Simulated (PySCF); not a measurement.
C4H12O4Si, charge +1, doublet, geometry from GFN2-xTB (a state made from the parent by changing its charge; the spin is typed, not shown lowest); HF/STO-3G (PySCF).

The PySCF input:
```python
from pyscf import gto, scf

mol = gto.Mole()
mol.atom = '''
    C    -0.11670586   -2.24278719   -1.65173879
    O    -0.10268118   -0.88467916   -1.35115769
    Si    0.00095962   -0.00044419   -0.00058621
    O    -0.63894185    1.45284767   -0.30608731
    C    -1.69580926    1.93597961   -1.07150182
    O    -0.77774819   -0.79708858    1.17152039
    C    -0.74507282   -0.80614135    2.56259729
    O     1.52915643    0.22439067    0.47974697
    C     2.54887460    1.11698217    0.16596616
    H    -0.54575355   -2.83431593   -0.84336315
    H     0.90213945   -2.58557608   -1.86871056
    H    -0.70010660   -2.37121716   -2.57058672
    H    -1.45218806    2.96551655   -1.35663978
    H    -2.60733703    1.97775207   -0.46339402
    H    -1.86754280    1.32617893   -1.95817493
    H     0.24834443   -0.57668255    2.94731708
    H    -1.47436083   -0.08841114    2.95683738
    H    -1.06270741   -1.80141888    2.89294884
    H     3.18056348    0.69576993   -0.62534678
    H     2.16017216    2.08703202   -0.14285913
    H     3.17934042    1.22362660    1.05606279
'''
mol.basis = 'sto-3g'
mol.charge = 1
mol.spin = 1
mol.verbose = 4
mol.build()

mf = scf.UHF(mol)
mf.kernel()
```

The log (banner, timings and long lists left out):

```
PySCF version 2.14.0

[INPUT] verbose = 4
[INPUT] num. atoms = 21
[INPUT] num. electrons = 81
[INPUT] charge = 1
[INPUT] spin (= nelec alpha-beta = 2S) = 1
[INPUT] symmetry False subgroup None
[INPUT] Mole.unit = angstrom
[INPUT] Symbol           X                Y                Z      unit          X                Y                Z       unit  Magmom
[INPUT]  1 C     -0.116705860000  -2.242787190000  -1.651738790000 AA   -0.220542112532  -4.238253544783  -3.121333942420 Bohr   0.0
[INPUT]  2 O     -0.102681180000  -0.884679160000  -1.351157690000 AA   -0.194039308347  -1.671801320510  -2.553317985200 Bohr   0.0
[INPUT]  3 Si     0.000959620000  -0.000444190000  -0.000586210000 AA    0.001813418984  -0.000839397447  -0.001107776351 Bohr   0.0
[INPUT]  4 O     -0.638941850000   1.452847670000  -0.306087310000 AA   -1.207425106023   2.745484197012  -0.578421186105 Bohr   0.0
[INPUT]  5 C     -1.695809260000   1.935979610000  -1.071501820000 AA   -3.204615060901   3.658471245642  -2.024844981773 Bohr   0.0
[INPUT]  6 O     -0.777748190000  -0.797088580000   1.171520390000 AA   -1.469731072976  -1.506279113218   2.213852686444 Bohr   0.0
[INPUT]  7 C     -0.745072820000  -0.806141350000   2.562597290000 AA   -1.407983572657  -1.523386369187   4.842607045653 Bohr   0.0
[INPUT]  8 O      1.529156430000   0.224390670000   0.479746970000 AA    2.889686854318   0.424036911208   0.906590382390 Bohr   0.0
[INPUT]  9 C      2.548874600000   1.116982170000   0.165966160000 AA    4.816674919860   2.110790387322   0.313630588346 Bohr   0.0
[INPUT] 10 H     -0.545753550000  -2.834315930000  -0.843363150000 AA   -1.031324741009  -5.356080858192  -1.593725377050 Bohr   0.0
[INPUT] 11 H      0.902139450000  -2.585576080000  -1.868710560000 AA    1.704796486666  -4.886030665427  -3.531351164483 Bohr   0.0
[INPUT] 12 H     -0.700106600000  -2.371217160000  -2.570586720000 AA   -1.323009732000  -4.480951014269  -4.857704880244 Bohr   0.0
[INPUT] 13 H     -1.452188060000   2.965516550000  -1.356639780000 AA   -2.744237714763   5.604014097365  -2.563677633890 Bohr   0.0
[INPUT] 14 H     -2.607337030000   1.977752070000  -0.463394020000 AA   -4.927152901137   3.737409754592  -0.875687785561 Bohr   0.0
[INPUT] 15 H     -1.867542800000   1.326178930000  -1.958174930000 AA   -3.529144417903   2.506114969869  -3.700414321689 Bohr   0.0
[INPUT] 16 H      0.248344430000  -0.576682550000   2.947317080000 AA    0.469302957261  -1.089772080316   5.569622083453 Bohr   0.0
[INPUT] 17 H     -1.474360830000  -0.088411140000   2.956837380000 AA   -2.786138177486  -0.167072840961   5.587612843077 Bohr   0.0
[INPUT] 18 H     -1.062707410000  -1.801418880000   2.892948840000 AA   -2.008225955446  -3.404188318821   5.466880999978 Bohr   0.0
[INPUT] 19 H      3.180563480000   0.695769930000  -0.625346780000 AA    6.010393898994   1.314814613408  -1.181734147079 Bohr   0.0
[INPUT] 20 H      2.160172160000   2.087032020000  -0.142859130000 AA    4.082133764310   3.943918930998  -0.269964630094 Bohr   0.0
[INPUT] 21 H      3.179340420000   1.223626600000   1.056062790000 AA    6.008082650560   2.312319152733   1.995669443444 Bohr   0.0

nuclear repulsion = 627.830016845263
number of shells = 41
number of NR pGTOs = 183
number of NR cGTOs = 61
basis = sto-3g
ecp = {}

******** <class 'pyscf.scf.uhf.UHF'> ********
method = UHF
initial guess = minao
damping factor = 0
level_shift factor = 0
DIIS = <class 'pyscf.scf.diis.CDIIS'>
diis_start_cycle = 1
diis_space = 8
diis_damp = 0
SCF conv_tol = 1e-09
SCF conv_tol_grad = None
SCF max_cycles = 50
direct_scf = True
direct_scf_tol = 1e-13
number electrons alpha = 41  beta = 40
Set gradient conv threshold to 3.16228e-05
init E= -739.345439298237

cycle= 1 E= -737.159479114187  delta_E= 2.19  |g|= 0.522  |ddm|= 3.92
cycle= 2 E= -737.380590685621  delta_E= -0.221  |g|= 0.175  |ddm|= 0.891
cycle= 3 E= -737.405228016462  delta_E= -0.0246  |g|= 0.0606  |ddm|= 0.239
cycle= 4 E= -737.414814935682  delta_E= -0.00959  |g|= 0.0267  |ddm|= 0.203
cycle= 5 E= -737.417260672722  delta_E= -0.00245  |g|= 0.0106  |ddm|= 0.135
cycle= 6 E= -737.417672224224  delta_E= -0.000412  |g|= 0.0061  |ddm|= 0.0527
cycle= 7 E= -737.417875087631  delta_E= -0.000203  |g|= 0.00368  |ddm|= 0.0418
cycle= 8 E= -737.417948515805  delta_E= -7.34e-05  |g|= 0.00278  |ddm|= 0.0193
cycle= 9 E= -737.418028293317  delta_E= -7.98e-05  |g|= 0.00164  |ddm|= 0.0312
cycle= 10 E= -737.418059547165  delta_E= -3.13e-05  |g|= 0.000806  |ddm|= 0.0242
cycle= 11 E= -737.418065144265  delta_E= -5.6e-06  |g|= 0.00033  |ddm|= 0.0107
cycle= 12 E= -737.418065792069  delta_E= -6.48e-07  |g|= 8.58e-05  |ddm|= 0.00386
cycle= 13 E= -737.418065811111  delta_E= -1.9e-08  |g|= 3.16e-05  |ddm|= 0.000464
cycle= 14 E= -737.418065813516  delta_E= -2.41e-09  |g|= 1.05e-05  |ddm|= 0.00016
cycle= 15 E= -737.418065813764  delta_E= -2.48e-10  |g|= 4.21e-06  |ddm|= 4.38e-05
Extra cycle  E= -737.41806581379  delta_E= -2.59e-11  |g|= 2.76e-06  |ddm|= 8.99e-06
converged SCF energy = -737.41806581379  <S^2> = 0.81839873  2S+1 = 2.0672675
```
